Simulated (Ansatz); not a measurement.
```yaml
crystal:
  periodic: [false, false, false]
  atoms:
    - {symbol: O, position_ang: [0.740052, -1.069589, 0.115594]}
    - {symbol: Si, position_ang: [-0.262924, -0.023261, -0.675519]}
    - {symbol: As, position_ang: [-0.230427, -0.326423, 1.572703]}
    - {symbol: H, position_ang: [-1.315636, -0.635366, -1.517811]}
    - {symbol: H, position_ang: [0.387428, 1.133595, -1.332506]}
    - {symbol: H, position_ang: [0.723607, 0.856943, 1.791239]}
basis:
  gaussian: {orbitals: def2-mTZVPP}
hamiltonian: {xc: {name: r2SCAN0}, dispersion: d3bjatm}
multiplicity: 3
output: {forces: true}
```

```sh
$ ansatz run in.yaml --threads 2 --pin off --events-out ev --progress --plain --max-ram 4352MiB
```

Shortened log:

```
Error: YAML parse error: error: line 13 column 1: unknown field `multiplicity`, expected one of crystal, accuracy, basis, kpoints, hamiltonian, magnetization, projection, total_charge, correlation, batch, efield, external_charges, scf, relax, neb, saddle, md, ramp, phonons, dielectric, real_time, elastic, magnetic_configurations, gw, evaluate, workflow, output, checkpoint, execution
11 |   gaussian: {orbitals: def2-mTZVPP}
12 | hamiltonian: {xc: {name: r2SCAN0}, dispersion: d3bjatm}
13 | multiplicity: 3
14 | output: {forces: true}
```

(1) What is wrong with this run?

Answers

(1) The input holds a key that doesn't belong there. The input was rejected before any iteration.
